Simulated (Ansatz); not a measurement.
Molecule: MgF$_{2}$ (charge +1, doublet). 
Structure (B3LYP-D3(BJ)/def2-TZVP (Ansatz, a first-principles code) minimum search):
```
Mg
F 1 1.8356
F 1 1.8356 2 180.00
```
Charge +1, spin multiplicity 2.

Basis-set convergence of Hartree-Fock and CCSD(T) correlation energies (hartree) with Ansatz. Correlated levels leave the core frozen unless marked. Open shells are spin-unrestricted. Spin-orbit coupling is left out. No relativistic terms.

| basis | functions | E(HF) | E(corr, CCSD(T)) |
|---|---|---|---|
| def2-SVP | 46 | -397.94299 | -0.36759 |
| def2-TZVPP | 94 | … | … |

### Question
Complete the blanks.

### Answer

- def2-TZVPP, E(HF): -398.26853
- def2-TZVPP, E(corr, CCSD(T)): -0.49717
